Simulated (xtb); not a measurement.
C3H4BNO2, SMILES OB1C=NC(=O)C1. All values are semi-empirical tight-binding results from xtb (GFN2-xTB unless named), good for trends rather than for accurate numbers. The structure is a stationary point at GFN2-xTB. This is a generated structure with no PubChem entry under its InChIKey; it may be hypothetical. The values are those of a single conformer.

Problem. Estimate the properties. (The exact figures need the calculation; the answer reports its results.)

Solution. 
The orbital gap comes out as 1.67 eV and the dipole moment is 6.08 D. The zero-point energy is 46.4 kcal/mol. The G − E(el) at 298.15 K (modified RRHO) comes out as 27.4 kcal/mol and the static polarisability (D4 model) comes out as 58.4 bohr³. The solvation energy, GFN2-xTB/ALPB(water) is -10.7 kcal/mol and the solvation energy, GFN2-xTB/ALPB(dmf) is -13.0 kcal/mol.

Computed IR lines (harmonic; lines under 4 % of the strongest left out, lines within 3 cm⁻¹ merged):
ν (cm⁻¹): 584 (m), 640 (m), 846 (w), 882 (m), 898 (m), 1020 (w), 1028 (w), 1120 (s), 1240 (w), 1407 (w), 1419 (vs), 1639 (w), 1797 (s), 3029 (w), 3584 (w) (against the strongest line: vs over 80 %, s over 45 %, m over 15 %, w over 4 %, vw less)
